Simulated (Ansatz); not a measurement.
Two isomers of CH6BClGe: A = `C[BH][GeH2][Cl]`, B = `C[B](Cl)[GeH3]`.

Program: Ansatz. Geometries: PBE0-D4/def2-TZVP. ΔE: electronic, gas phase. CBS: MP2 limit from def2 TZ/QZ plus the TZ coupled-cluster correction, frozen cores. Functionals use def2-TZVPP. B3LYP here is the variant with VWN-RPA as its local correlation; programs differ in this. For Ge outer-core shells are correlated without core-valence functions, which leaves a few kJ/mol of doubt a bond. Scalar relativity is left out up to krypton. One conformer a species, not always the lowest.

A:

Z-matrix (Å, degrees):
```
C
B 1 1.541
H 1 1.106 2 102.7
H 1 1.092 2 114.8 3 114.0
H 1 1.091 2 115.6 3 -114.6
Ge 2 2.065 1 122.2 3 91.5
H 2 1.199 1 121.1 3 -84.7
Cl 6 2.177 2 109.3 1 3.7
H 6 1.540 2 114.0 1 121.2
H 6 1.540 2 114.3 1 -113.8
```

B:

```xyz
10

C     0.5406    1.4035   -0.5695
B    -0.4462    0.4912    0.2058
Cl   -1.8646    1.1877    0.9699
Ge   -0.2046   -1.5600    0.3939
H     1.5746    1.1988   -0.2705
H     0.3388    2.4721   -0.4809
H     0.4968    1.1272   -1.6320
H     0.0688   -1.9219    1.8658
H     0.9737   -2.0893   -0.4460
H    -1.4778   -2.3092   -0.0364
```

(1) Which isomer does CCSD(T)/CBS put lower? Give the gap. (Estimate.)

(2) Give E(B) − E(A) in kcal/mol with PBE-D4, PBE0-D4, B2PLYP, B3LYP-D4, r2SCAN-D4, MP2/def2-TZVPP, HF/def2-TZVPP. (Estimate.)

Largest T1 diagnostic: 0.012.

## Answers

(1) The calculation gave: B, by 5.8 kcal/mol.

(2) The calculation gave: PBE-D4 -6.8, PBE0-D4 -5.9, B2PLYP -5.2, B3LYP-D4 -4.9, r2SCAN-D4 -6.1, MP2/def2-TZVPP -6.2, HF/def2-TZVPP -1.3. None reverses the order clearly.

From PBE to PBE0 (25 % exact exchange), in def2-TZVPP and without D4, E(B) − E(A) moves by +0.9 kcal/mol. In def2-TZVPP, CCSD(T) changes the Hartree–Fock value by −4.8 kcal/mol (the triples alone add −0.8 kcal/mol) and MP2 by −4.9 kcal/mol.
